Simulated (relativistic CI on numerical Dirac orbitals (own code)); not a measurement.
## What each ingredient does to the levels of Mn XIV

Base calculation: Dirac-Coulomb-Breit CI, separate exchange-only KLI orbitals for each configuration, model QED, unscaled Slater integrals.

Configuration list (outside the closed core [Ne]): 3s2, 3s 3p, 3p2, 3s 3d, 3d2, 3p 3d, 3p 4s, 3s 4s, 3d 4s, 3s 4p, 3s 4d, 3s 4f, 3s 5s, 3s 5p, 3s 5d, 4s2, 3s 5f, 3s 5g, 3s 6s, 3s 6p, 3s 6d. Levels of other configurations are missing.

Variants: (1) P86 correlation estimate; (2) QED terms removed; (3) one mean potential for all configurations. Shifts of the energy above 3s2 1S_0, in cm⁻¹, for the lowest level and the first level of each name with at least 55 % of one term (blank where a level changes its place among those of its configuration and J or its character, or is not in the variant):

```tsv
Level	Base	Δ(1)	Δ(2)	Δ(3)
3s2 1S_0	0	0	0	0
3s 3p 3P°_0	217311	+982	+560	+120
3s 3p 3P°_1	222157	+982	+550	+120
3s 3p 3P°_2	233519	+982	+521	+120
3s 3p 1P°_1	332461	+1006	+552	+155
3p2 3P_0	519600	+1990	+1134	+229
3p2 1D_2	520971	+1826	+1010	+199
3p2 3P_1	527314	+1992	+1112	+222
3p2 3P_2	540823	+1959	+1057	+207
3p2 1S_0	619625	+1934	+1065	+303
3s 3d 3D_1	636504	+1037	+544	+113
3s 3d 3D_2	637256	+1037	+540	+112
3s 3d 3D_3	638433	+1037	+535	+111
3s 3d 1D_2	723906	+1237	+663	+150
```

At this charge energies of transitions that change n are usually good to better than 1 %, and those within a shell (Δn = 0) to a few per cent.

Ionisation energy from the two ground configurations alone: base 400.603 eV; P86 correlation estimate 401.647 eV. The NIST ASD value (semi-empirical) is 402.95 eV.

LS names give the leading component of a level, which can be under half, so a name can repeat, a term be missing and a line seem to break the LS rules.
